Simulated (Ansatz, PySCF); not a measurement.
Cs(Br) anion (BrCs), SMILES [Br][Cs] (connectivity only; charge and spin as stated), charge -1, multiplicity 2. Atoms are numbered in the order given.

```xyz
2

Cs    -1.0946    -0.8009    -0.9524
Br     1.1246     0.8105     0.9554
```
Charge -1, spin multiplicity 2.

Geometry optimised at B3LYP-D3(BJ)/def2-TZVPD. The spin state was assumed, not searched. The def2 effective core potentials stand for the cores of Cs; spin–orbit coupling is left out.

Two levels are set side by side: PBE-D3(BJ)/def2-TZVPD (Ansatz, a quantum-chemistry and plane-wave program) and B3LYP-D3(BJ)/def2-TZVPD (Ansatz). Each level has its own optimised geometry; the coordinates shown are those of the second. Frequencies come from the Hessian of PySCF at each geometry. Differences are taken from unrounded values.

```
quantity                            B3LYP-D3(BJ)  PBE-D3(BJ)  PBE-D3(BJ) minus B3LYP-D3(BJ)
----------------------------------  ------------  ----------  -----------------------------
bond Cs1–Br2 (Å)                           3.341       3.291                         -0.050
highest harmonic wavenumber (cm⁻¹)           102         106                              4
mean harmonic wavenumber (cm⁻¹)              102         106                              4
zero-point energy (kcal/mol)                0.15        0.15                           0.01
```
